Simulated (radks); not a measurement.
Q: Radial electron density D(r) = 4 pi r^2 rho(r) of an atom or ion with 35 electrons. Calculated with a radial shooting solver on a logarithmic mesh with Libxc functionals: non-relativistic Kohn-Sham, exchange-only r2SCAN, spin-polarised, spherical densities, point nucleus; meta-GGA in the generalised Kohn-Sham scheme.

| r (bohr) | D(r) (e/bohr) | spin D(r) |
|---|---|---|
| 0.001812 | 1.168 | 0.00000353 |
| 0.002076 | 1.504 | 0.00000465 |
| 0.002379 | 1.932 | 0.00000616 |
| 0.002703 | 2.438 | 0.00000807 |
| 0.003097 | 3.111 | 0.0000108 |
| 0.003549 | 3.953 | 0.0000146 |
| 0.004033 | 4.931 | 0.0000197 |
| 0.004621 | 6.205 | 0.0000273 |
| 0.005294 | 7.759 | 0.0000383 |
| 0.006017 | 9.516 | 0.0000537 |
| 0.006893 | 11.73 | 0.0000780 |
| 0.007897 | 14.32 | 0.000115 |
| 0.008976 | 17.13 | 0.000168 |
| 0.01028 | 20.47 | 0.000255 |
| 0.01178 | 24.14 | 0.000391 |
| 0.01339 | 27.81 | 0.000587 |
| 0.01534 | 31.77 | 0.000907 |
| 0.01758 | 35.61 | 0.00140 |
| 0.01998 | 38.86 | 0.00210 |
| 0.02289 | 41.65 | 0.00321 |
| 0.02622 | 43.49 | 0.00485 |
| 0.0298 | 44.17 | 0.00705 |
| 0.03414 | 43.71 | 0.0103 |
| 0.03912 | 42.19 | 0.0148 |
| 0.04446 | 40.18 | 0.0202 |
| 0.05093 | 38.05 | 0.0273 |
| 0.05835 | 36.72 | 0.0356 |
| 0.06632 | 36.86 | 0.0439 |
| 0.07599 | 38.86 | 0.0519 |
| 0.08705 | 42.62 | 0.0574 |
| 0.09894 | 46.97 | 0.0582 |
| 0.1134 | 51.08 | 0.0525 |
| 0.1299 | 53.08 | 0.0397 |
| 0.1476 | 52.01 | 0.0227 |
| 0.1691 | 47.64 | 0.00443 |
| 0.1937 | 41.12 | -0.00623 |
| 0.2202 | 35.00 | -0.00165 |
| 0.2523 | 30.71 | 0.0233 |
| 0.289 | 29.95 | 0.0656 |
| 0.3285 | 32.10 | 0.109 |
| 0.3764 | 35.41 | 0.138 |
| 0.4312 | 37.15 | 0.133 |
| 0.4901 | 35.71 | 0.0945 |
| 0.5615 | 30.78 | 0.0356 |
| 0.6433 | 23.72 | -0.00670 |
| 0.7311 | 16.94 | 0.00320 |
| 0.8376 | 11.21 | 0.0891 |
| 0.9596 | 7.703 | 0.248 |
| 1.091 | 6.187 | 0.429 |
| 1.25 | 5.655 | 0.598 |
| 1.432 | 5.381 | 0.690 |
| 1.627 | 4.880 | 0.686 |
| 1.864 | 3.984 | 0.591 |
| 2.136 | 2.883 | 0.440 |
| 2.427 | 1.889 | 0.291 |
| 2.781 | 1.054 | 0.161 |
| 3.186 | 0.5077 | 0.0746 |
| 3.621 | 0.2208 | 0.0303 |
| 4.149 | 0.07715 | 0.00935 |
| 4.753 | 0.02233 | 0.00222 |
| 5.402 | 0.005743 | 0.000424 |
| 6.189 | 0.001079 | 0.0000440 |

What is the nuclear charge?

A: Z = 36. The innermost maximum, from 1s, lies near 1/Z = 0.0278 bohr (found: 0.0303), and its height grows with Z. The density is that of the krypton ion Kr+ in [Ar] 3d10 4s2 4p5; the configuration itself is not fixed sharply by these data, and Z only to about a unit. D(r) has 3 maxima, at r = 0.0303, 0.132, 0.435 bohr, and minima at 0.0617, 0.278 bohr, inside which lie 2.08, 11.09 electrons.
